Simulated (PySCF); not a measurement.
Compound: C₆H₁₂F₂O.
Z-matrix (Å and degrees, PBE0-D3(BJ)/def2-SVP geometry), rows numbered from 1:
```
C 
O   1  1.3953
C   2  1.4245  1  118.22
C   3  1.5285  2  111.60  1    56.15
C   3  1.5287  2  110.71  1   -66.99
C   3  1.5313  2  103.38  1   177.02
C   6  1.5057  3  115.40  2   -56.04
F   7  1.3592  6  110.96  3   -73.44
F   7  1.3559  6  109.42  3   168.89
H   1  1.1053  2  112.89  3   -64.90
H   1  1.0992  2  106.89  3   176.54
H   1  1.1059  2  112.90  3    58.21
H   4  1.0994  3  110.23  2   169.81
H   4  1.1000  3  111.13  2   -71.11
H   4  1.0983  3  111.28  2    50.29
H   5  1.1001  3  110.33  2   -52.84
H   5  1.0999  3  110.46  2  -172.81
H   5  1.1001  3  111.64  2    67.83
H   6  1.1003  3  108.13  2    63.19
H   6  1.1009  3  110.70  2  -178.95
H   7  1.1017  6  112.55  3    47.95
```

The closed-shell ground state was solved at several levels (PySCF, density fitting, gas phase, non-relativistic).

```json
{"level": "CAM-B3LYP/def2-SVPD", "basis functions": "285", "HOMO (eV)": "-9.13", "LUMO (eV)": "1.14", "gap (eV)": "10.27", "dipole (D)": "3.26"}
{"level": "wB97X-D/pcSseg-1", "basis functions": "213", "HOMO (eV)": "-9.50", "LUMO (eV)": "3.04", "gap (eV)": "12.54", "dipole (D)": "3.18"}
```

Q: Estimate the row for PBE0/pcSseg-1, a basis of 213 functions; the other rows only guide the guess.

A: HOMO -7.58 eV, LUMO 1.24 eV, gap 8.82 eV, dipole 3.11 D.

Q: Over all these levels, which gives the widest orbital gap and which the narrowest?

A: wB97X-D/pcSseg-1 (range-separated hybrid) has the widest, 12.54 eV, and PBE0/pcSseg-1 (global hybrid, 25 % exact exchange) the narrowest, 8.82 eV. The two share the basis. From the narrowest to the widest the HOMO moves by -1.92 eV and the LUMO by +1.80 eV.

Q: How far do the dipole and the HOMO energy spread over the levels?

A: The dipole runs from 3.11 to 3.26 D (mean 3.18 D) and the HOMO from -9.50 to -7.58 eV.

One conformer stands for the species.
